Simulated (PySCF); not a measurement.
# PSe₂⁻: from structure and modes to constants

These are results of PBE0 in PySCF with P def2-TZVPD, Se def2-TZVPD; no relativity; density-fitted integrals, not measurements.

The singlet minimum has C2v symmetry. Masses (u): P 30.97376, Se 79.91652.

```xyz
3
charge -1 multiplicity 1, angstrom
P     0.0000    0.0000   -0.9559
Se    1.7978    0.0000    0.1851
Se   -1.7978    0.0000    0.1851
```

Harmonic wavenumbers (cm⁻¹): 149.2 (a1, ×1), 434.7 (a1, ×1), 510.2 (b2, ×1).

Q: Find the vibrational entropy and heat capacity at 298.15 K.

A: With u = 1.43878 ω/T, each mode gives S = R[u/(eᵘ−1) − ln(1−e⁻ᵘ)] and C = R u² eᵘ/(eᵘ−1)².
```tsv
ω (cm⁻¹)	u	S (J/(mol K))	C (J/(mol K))
149.2	0.720	11.22	7.96
434.7	2.098	3.53	5.83
510.2	2.462	2.65	5.14
```
The sums over all modes are S = 17.4 and C = 18.9 J/(mol K); the softest mode gives 65 % of the entropy.

Q: Give the standard entropy (298.15 K, 1 bar) by its translational, rotational, vibrational and spin parts, and Cp.

A: Sackur–Tetrode with M = 190.81 u gives 174.3; rotation with symmetry number 2 gives 109.6; vibration 17.4; spin R ln 1 = 0.0. The total is 301.3 J/(mol K), and Cp = 4 R + 18.9 = 52.2 J/(mol K).

Other isomers or separated fragments may lie lower. The lowest empty level of this anion is unbound, so it and the gap depend on the basis.
